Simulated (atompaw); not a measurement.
# iridium PAW (atompaw): all-electron and pseudo phase curves

atompaw 4.2.0.5 input, output lines left out:

```
Ir 77
GGA-PBE loggrid 2001 logderivrange -8 5 326
6 6 5 4 0 0
6 0 1
6 1 0
5 2 7
0 0 0
c
c
c
c
v
v
c
c
c
v
v
c
c
v
v
3
2.40 2.40 1.80 1.65
n
n
y
0.9
n
y
-1.9
n
custom rrkj gramschmidtortho besselshape
bessel
1.55
2.40
1.30
2.40
2.40
2.40
0.85
0.85
```

The phase is arctan(r·u′/u) with u = r·R(r), unwrapped; energies in Ry, scanned from -8 to 5 Ry. A pole is an energy at which the radial function vanishes at the test radius. The pseudo phase is shifted by a multiple of π to meet the all-electron one at the reference energy, and phase errors are pseudo minus all-electron; the curves can meet again beyond the range given. Levels narrower than the energy grid can be missing from the lists of poles.

Task: For each channel, where are the poles, and over which energies does the pseudopotential scatter like the atom?

Result:

```
channel  radius (bohr)  reference energy (Ry)  poles, all-electron  poles, pseudo  unbroken range about the reference energy with phases within 0.05 rad  phase error 1 Ry above the reference energy (rad)
      s           2.41                  -0.85          -6.32, 2.87    -6.32, 2.23                                                              below 2.3                                             -0.019
      p           2.41                  -0.52          -4.20, 4.27    -4.20, 3.40                                                              below 3.0                                             -0.034
      d           2.41                  -1.22                -0.67          -0.67                                                              below 2.5                                             -0.000
      f           2.41                  -6.02          -6.02, 3.44    -6.02, 3.57                                                        the whole range                                             +0.000
```

Phases in the s channel:

| E (Ry) | all-electron | pseudo |
| --- | --- | --- |
| -8.00 | 1.396 | 1.394 |
| -7.52 | 1.384 | 1.382 |
| -7.04 | 1.364 | 1.361 |
| -6.56 | 1.252 | 1.247 |
| -6.08 | -1.710 | -1.712 |
| -5.60 | -1.754 | -1.756 |
| -5.12 | -1.775 | -1.778 |
| -4.64 | -1.795 | -1.798 |
| -4.16 | -1.817 | -1.821 |
| -3.68 | -1.844 | -1.848 |
| -3.20 | -1.879 | -1.883 |
| -2.72 | -1.927 | -1.931 |
| -2.24 | -1.998 | -2.002 |
| -1.76 | -2.116 | -2.120 |
| -1.28 | -2.345 | -2.348 |
| -0.80 | -2.860 | -2.860 |
| -0.32 | -3.679 | -3.689 |
| 0.16 | -4.184 | -4.203 |
| 0.64 | -4.410 | -4.434 |
| 1.12 | -4.529 | -4.557 |
| 1.60 | -4.602 | -4.636 |
| 2.08 | -4.653 | -4.696 |
| 2.56 | -4.691 | -4.748 |
| 3.04 | -4.723 | -4.800 |
| 3.52 | -4.752 | -4.862 |
| 4.00 | -4.778 | -4.954 |
| 4.48 | -4.805 | -5.131 |
| 4.96 | -4.834 | -5.657 |
